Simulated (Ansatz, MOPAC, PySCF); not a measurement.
Protons, H atoms and electrons added to or taken from C[SiH3]. Gas-phase values, no solvent. Strings in code marks are SMILES.

Quantity: vertical detachment energy (energy after one electron is removed minus that of the parent at the parent's geometry), in eV. Levels without diffuse functions put anions too high.

Level 1: PBE-D3(BJ)/def2-TZVPD // B3LYP-D3(BJ)/def2-TZVPD (PySCF)
Level 2: frozen-core MP2/aug-cc-pVTZ // B3LYP-D3(BJ)/def2-TZVPD (Ansatz, a program for electronic structure)
Level 3: minus the HOMO energy of PM7 // B3LYP-D3(BJ)/def2-TZVPD (MOPAC)
Level 4: HF/aug-cc-pVTZ // B3LYP-D3(BJ)/def2-TZVPD (Ansatz)

| species | level 2 | level 3 | level 4 |
|---|---|---|---|
| `C[SiH2-]` | 1.56 | 1.97 | 0.57 |
| `[CH2-][SiH3]` (not the most acidic site) | 1.41 | 1.37 | -0.132 |

### Question
What does level 1 give for each?

### Answer

- `C[SiH2-]`: 1.52
- `[CH2-][SiH3]` (not the most acidic site): 1.29
